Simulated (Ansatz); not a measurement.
Molecular dynamics of C$_{3}$H$_{9}$AlS

input.yaml

```yaml
crystal:
  periodic: [false, false, false]
  atoms:
    - { symbol: C, position_ang: [1.879515, -0.134552, 1.033012] }
    - { symbol: C, position_ang: [0.368455, 0.000971, 0.835836] }
    - { symbol: C, position_ang: [-0.137451, -0.928718, -0.256654] }
    - { symbol: S, position_ang: [-2.02709, -0.88015, -0.441206] }
    - { symbol: Al, position_ang: [-2.352808, 1.018331, -1.582228] }
    - { symbol: H, position_ang: [2.423115, 0.108146, 0.112432] }
    - { symbol: H, position_ang: [2.233906, 0.540833, 1.818628] }
    - { symbol: H, position_ang: [2.149798, -1.156538, 1.323025] }
    - { symbol: H, position_ang: [-0.158704, -0.221263, 1.771566] }
    - { symbol: H, position_ang: [0.120321, 1.038885, 0.574421] }
    - { symbol: H, position_ang: [0.084224, -1.9731, -0.020578] }
    - { symbol: H, position_ang: [0.315022, -0.690816, -1.223428] }
    - { symbol: H, position_ang: [-3.870505, 1.433357, -1.864505] }
    - { symbol: H, position_ang: [-1.040898, 1.815415, -2.051419] }
basis:
  gaussian: { orbitals: "6-31G" }
hamiltonian:
  xc: pbe0
  dispersion: d4
md:
  timestep: 0.5
  n_steps: 150
  ensemble: nvt_langevin
  temperature: 300.0
  initial_velocities: maxwell_boltzmann
  seed: 5915
  friction: 0.005
scf:
  lower_state_search: "off"
```

Launched with:

```bash
$ ansatz run input.yaml --threads 1 --pin off --max-ram 2048MiB --backend cpu --events-out ev --progress --plain --runs-dir out
```

It starts from a relaxed structure.

Output, in part (step lines, the closing report, with atoms numbered from 0):

```
md step     0: t =     0.00 fs  T =   278.6 K  F+E_penalty+E_count = -20677.47587235 eV  E_kin = 0.504114 eV  (15 SCF iters)
[... lines left out ...]
Total energy: -20677.31881363 eV, -759.8774508108 hartree
Atom 0 at     1.603239     0.328828     1.060265 Å, force    -0.358958     0.771501    -0.373400 eV/Å
Atom 1 at     0.066417     0.199210     0.828525 Å, force     0.683082     0.351543     0.790876 eV/Å
Atom 2 at    -0.198129    -0.735866    -0.334331 Å, force    -0.818743     0.247878     0.520078 eV/Å
Atom 3 at    -2.103043    -1.122184    -0.575300 Å, force     0.929926     0.463317    -0.039093 eV/Å
Atom 4 at    -2.662304     0.787794    -1.625459 Å, force    -0.528493    -0.476730     0.056717 eV/Å
Atom 5 at     2.037493     0.711446     0.129863 Å, force     0.315605    -0.125071    -0.030662 eV/Å
Atom 6 at     1.924923     1.041449     1.855473 Å, force    -0.607936    -0.458430    -0.308643 eV/Å
Atom 7 at     2.029200    -0.646961     1.283783 Å, force     0.160955    -0.184979     0.016000 eV/Å
Atom 8 at    -0.346177    -0.227753     1.740057 Å, force    -0.452487    -0.006548     0.188122 eV/Å
Atom 9 at    -0.391783     1.198515     0.682866 Å, force     0.163078    -0.387038    -0.054205 eV/Å
Atom 10 at     0.230581    -1.700089    -0.119974 Å, force     0.199510    -0.563160    -0.064869 eV/Å
Atom 11 at     0.245776    -0.324952    -1.229318 Å, force    -0.124911    -0.014847    -0.635756 eV/Å
Atom 12 at    -4.240934     0.956087    -1.929983 Å, force     0.241122     0.089137     0.017004 eV/Å
Atom 13 at    -1.436015     1.694793    -2.029294 Å, force     0.198248     0.293427    -0.082168 eV/Å
Dipole moment:     0.363707     0.344956    -0.014502 e Å
```

The steps, from the saved trajectory:

| time (fs) | T (K) | potential energy less start (eV) |
| --- | --- | --- |
| 0.0 | 279 | 0.000 |
| 2.5 | 185 | 0.188 |
| 5.0 | 195 | 0.183 |
| 7.5 | 138 | 0.306 |
| 10.0 | 234 | 0.135 |
| 12.5 | 215 | 0.176 |
| 15.0 | 209 | 0.182 |
| 17.5 | 145 | 0.315 |
| 20.0 | 190 | 0.251 |
| 22.5 | 203 | 0.231 |
| 25.0 | 206 | 0.229 |
| 27.5 | 187 | 0.297 |
| 30.0 | 168 | 0.354 |
| 32.5 | 174 | 0.373 |
| 35.0 | 191 | 0.359 |
| 37.5 | 220 | 0.315 |
| 40.0 | 204 | 0.344 |
| 42.5 | 239 | 0.277 |
| 45.0 | 173 | 0.373 |
| 47.5 | 221 | 0.293 |
| 50.0 | 183 | 0.338 |
| 52.5 | 267 | 0.215 |
| 55.0 | 241 | 0.316 |
| 57.5 | 273 | 0.285 |
| 60.0 | 258 | 0.302 |
| 62.5 | 333 | 0.177 |
| 65.0 | 327 | 0.175 |
| 67.5 | 316 | 0.211 |
| 70.0 | 308 | 0.227 |
| 72.5 | 302 | 0.204 |
| 75.0 | 342 | 0.157 |

All steps were run. The mean temperature of the second half is 13 % below the set value. A run of 0.075 ps of so small a system gives no equilibrium averages. Limits of this set-up: no polarisation functions.

The same pairs are bonded in the first frame and the last. Pairs count as bonded within 1.25 times the sum of covalent radii (0.12 Å more for H–H).

Last frame:

```xyz
14
Properties=species:S:1:pos:R:3
C 1.603 0.329 1.060
C 0.066 0.199 0.829
C -0.198 -0.736 -0.334
S -2.103 -1.122 -0.575
Al -2.662 0.788 -1.625
H 2.038 0.711 0.130
H 1.925 1.041 1.855
H 2.029 -0.647 1.284
H -0.346 -0.228 1.740
H -0.392 1.198 0.683
H 0.231 -1.700 -0.120
H 0.246 -0.325 -1.229
H -4.241 0.956 -1.930
H -1.436 1.695 -2.029
```

The run took 8.1 min on 1 CPU thread of a shared host.
